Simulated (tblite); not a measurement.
Task: Give a GFN2-xTB geometry of InChI=1S/C5H15NOSi/c1-5(2,3)6-8-7-4/h6H,8H2,1-4H3.

Result: 
```
atom  x, y, z in Å
C1     3.579   -0.588   -0.506
O2     2.886    0.429    0.144
Si3    1.434    0.355    0.868
N4     0.240   -0.025   -0.309
C5    -1.202    0.070   -0.165
C6    -1.670    1.511   -0.416
C7    -1.851   -0.868   -1.190
C8    -1.604   -0.358    1.244
H9     3.809   -1.402    0.186
H10    4.512   -0.171   -0.888
H11    3.000   -0.996   -1.339
H12    1.439    1.702    1.436
H13    1.389   -0.697    1.889
H14    0.508    0.161   -1.267
H15   -2.748    1.589   -0.306
H16   -1.193    2.180    0.296
H17   -1.400    1.828   -1.421
H18   -1.498   -1.885   -1.038
H19   -2.933   -0.854   -1.088
H20   -1.598   -0.562   -2.204
H21   -1.237   -1.360    1.446
H22   -2.686   -0.352    1.341
H23   -1.180    0.320    1.979
```

Orientation and origin are arbitrary. Atoms count from 1 in this order. Of the pairs four or more bonds apart, Si3···H23 is among the closest relative to their van der Waals radii: 2.84 Å, 86 % of the sum of Bondi's values. N4 (silicon-bound nitrogen) has angles 127.4°, 115.0° and 110.2°, sum 352.6°, 0.21 Å off the plane of its three neighbours. Si3 (oxygen-bound silicon) is distorted tetrahedral (angles from 97.4° to 118.2°).

Bonds between heavy atoms (Å): C1–O2 1.391, O2–Si3 1.625, Si3–N4 1.719, N4–C5 1.452, C5–C6 1.535, C5–C7 1.534, C5–C8 1.526.

The geometry is computed with GFN2-xTB (gas phase).

Point group: C1 (no symmetry element, even within 0.4 Å). Its GFN2-xTB frequencies are all real (lowest 38 cm⁻¹). The numbers are those of one conformer (C1–O2–Si3–N4 -63°, O2–Si3–N4–C5 -167°). 3 starts were optimised and ended at 0.00, 0.56 and 1.56 kcal/mol (GFN2-xTB); the lowest of these is shown.
